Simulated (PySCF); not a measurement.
Isomers of C8H13OP, mass 156.070 u with the commonest isotopes. Method: PBE0/pcSseg-1 in PySCF (dipole) on a GFN2-xTB geometry, gas phase. One conformer each, none proved a minimum here; rigid rotors.

Question: Order these by rotational constant C, largest first.
A. `[CH3:1][CH2:2][P@@:3]1(=[O:4])[CH:5]=[CH:6][C:7]([CH3:8])=[C:9]1[CH3:10]` with C1–C2–P3–O4 -179°
B. `[CH2:1]=[CH:2][P:3](=[O:4])([C:5](=[CH2:6])[CH3:7])[C:8](=[CH2:9])[CH3:10]` with C1–C2–P3–O4 -1°, C2–P3–C5–C6 -9°, C2–P3–C8–C9 129°
C. `[CH:1]#[C:2][CH2:3][P:4]([CH2:5][CH3:6])[CH2:7][C:8]([CH3:9])=[O:10]` with C2–C3–P4–C5 -69°, C3–P4–C5–C6 -177°, C3–P4–C7–C8 -68°, P4–C7–C8–C9 -74°
D. `Cc1occ(C(C)(C)C)p1`
E. `[CH3:1][CH2:2][CH2:3][P:4]1(=[O:5])[CH:6]=[CH:7][CH2:8][CH:9]=[CH:10]1` with C1–C2–C3–P4 175°, C2–C3–P4–O5 -57°, C3–P4–C6–C7 -87°, C6–C7–C8–C9 -31°, C7–C8–C9–C10 32°, C3–P4–C10–C9 87°
F. `[O:1]=[C:2]1[CH2:3][CH2:4][P:5]([CH:6]2[CH2:7][CH2:8]2)[CH2:9][CH2:10]1` with C4–P5–C6–C7 -166°, O1–C2–C3–C4 120°, C2–C3–C4–P5 64°, C3–C4–P5–C6 -161°, P5–C6–C7–C8 108°

Answer: A (921.7 MHz), B (881.4 MHz), E (706.5 MHz), D (657.6 MHz), F (578.8 MHz), C (561.5 MHz).

Question: Order these by rotational constant B, smallest first.
A. `[CH2:1]=[CH:2][P:3](=[O:4])([C:5](=[CH2:6])[CH3:7])[C:8](=[CH2:9])[CH3:10]` with C1–C2–P3–O4 -1°, C2–P3–C5–C6 -9°, C2–P3–C8–C9 129°
B. `Cc1occ(C(C)(C)C)p1`
C. `[CH:1]#[C:2][CH2:3][P:4]([CH2:5][CH3:6])[CH2:7][C:8]([CH3:9])=[O:10]` with C2–C3–P4–C5 -69°, C3–P4–C5–C6 -177°, C3–P4–C7–C8 -68°, P4–C7–C8–C9 -74°
D. `[CH3:1][CH2:2][P@@:3]1(=[O:4])[CH:5]=[CH:6][C:7]([CH3:8])=[C:9]1[CH3:10]` with C1–C2–P3–O4 -179°
E. `[O:1]=[C:2]1[CH2:3][CH2:4][P:5]([CH:6]2[CH2:7][CH2:8]2)[CH2:9][CH2:10]1` with C4–P5–C6–C7 -166°, O1–C2–C3–C4 120°, C2–C3–C4–P5 64°, C3–C4–P5–C6 -161°, P5–C6–C7–C8 108°

Answer: E (642.8 MHz), B (752.2 MHz), C (779.9 MHz), D (954.6 MHz), A (1154 MHz).

Question: Order these by dipole moment, largest first.
A. `C(c1coc(C)p1)(C)(C)C`
B. `[CH3:1][CH2:2][CH2:3][P:4]1(=[O:5])[CH:6]=[CH:7][CH2:8][CH:9]=[CH:10]1` with C1–C2–C3–P4 175°, C2–C3–P4–O5 -57°, C3–P4–C6–C7 -87°, C6–C7–C8–C9 -31°, C7–C8–C9–C10 32°, C3–P4–C10–C9 87°
C. `[CH3:1][CH2:2][P@@:3]1(=[O:4])[CH:5]=[CH:6][C:7]([CH3:8])=[C:9]1[CH3:10]` with C1–C2–P3–O4 -179°
D. `[CH:1]#[C:2][CH2:3][P:4]([CH2:5][CH3:6])[CH2:7][C:8]([CH3:9])=[O:10]` with C2–C3–P4–C5 -69°, C3–P4–C5–C6 -177°, C3–P4–C7–C8 -68°, P4–C7–C8–C9 -74°
E. `[CH2:1]=[CH:2][P:3](=[O:4])([C:5](=[CH2:6])[CH3:7])[C:8](=[CH2:9])[CH3:10]` with C1–C2–P3–O4 -1°, C2–P3–C5–C6 -9°, C2–P3–C8–C9 129°

Answer: B (4.95 D), C (4.71 D), E (3.71 D), D (2.85 D), A (0.93 D).

| SMILES | point group | Ia (u·Å²) | Ib (u·Å²) | Ic (u·Å²) | κ | μa (D) | μb (D) | μc (D) |
| --- | --- | --- | --- | --- | --- | --- | --- | --- |
| C#CCP(CC)CC(C)=O | C1 | 376.26 | 647.99 | 900.10 | -0.44 | 0.80 | 2.69 | 0.49 |
| CCCP1(=O)C=CCC=C1 | C1 | 278.74 | 646.88 | 715.36 | -0.86 | 1.75 | 4.39 | 1.46 |
| O=C1CCP(C2CC2)CC1 | Cs | 173.82 | 786.23 | 873.15 | -0.95 | 2.72 | 0.00 | 0.31 |
| CC[P@@]1(=O)C=CC(C)=C1C | C1 | 334.63 | 529.42 | 548.33 | -0.89 | 2.61 | 2.49 | 3.02 |
| Cc1occ(C(C)(C)C)p1 | near Cs | 209.45 | 671.88 | 768.57 | -0.89 | 0.11 | 0.92 | 0.01 |
| COc1cc(C(C)C)c[pH]1 | C1 | 222.38 | 775.22 | 882.37 | -0.91 | 0.61 | 0.16 | 0.69 |
| C=CP(=O)(C(=C)C)C(=C)C | C1 | 425.87 | 437.93 | 573.39 | 0.79 | 0.74 | 0.31 | 3.62 |
